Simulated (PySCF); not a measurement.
**Highest orbital energy against ionisation energy along the 4p block**

Calculated with PySCF 2.14, no spin-orbit coupling. Each cell gives −ε(HOMO) / ΔSCF in eV; NIST values include spin-orbit coupling, (s) semi-empirical, (t) theoretical.

```tsv
species	UHF	LDA	PBE	PBE0	r2SCAN	NIST (lowest levels)
Ga²⁺ (def2-QZVPPD, non-relativistic)	29.292 / 29.190	26.563 / 31.379	26.233 / 31.067	27.142 / 30.684	26.599 / 30.791	30.726
Ge²⁺ (def2-QZVPPD, non-relativistic)	31.963 / 31.719	29.156 / 34.263	28.779 / 33.863	29.802 / 33.508	29.072 / 33.497	34.058
As²⁺ (def2-QZVPPD, non-relativistic)	27.797 / 27.457	23.220 / 28.227	23.200 / 28.063	24.523 / 28.093	23.659 / 28.292	28.349 ± 0.012
Se²⁺ (def2-QZVPPD, non-relativistic)	31.410 / 30.951	26.305 / 31.716	26.269 / 31.530	27.749 / 31.591	26.783 / 31.787	31.697 ± 0.019
Br²⁺ (def2-QZVPPD, non-relativistic)	35.152 / 34.582	29.444 / 35.253	29.408 / 35.070	31.059 / 35.179	30.006 / 35.386	34.871 ± 0.019
Kr²⁺ (def2-QZVPPD, non-relativistic)	35.109 / 34.285	29.974 / 35.792	29.854 / 35.484	31.452 / 35.500	30.292 / 35.575	35.838 ± 0.02
```

Q: How far is −ε(HOMO) from ΔSCF on average for each method, and why?

A: UHF 0.42 eV; LDA -5.33 eV; PBE -5.22 eV; PBE0 -3.80 eV; r2SCAN -4.82 eV. Hartree-Fock orbital energies lack relaxation and so exceed the ΔSCF value; semilocal functionals have convex E(N) from self-interaction, so their HOMO lies far too high; exact exchange moves hybrids part of the way back.
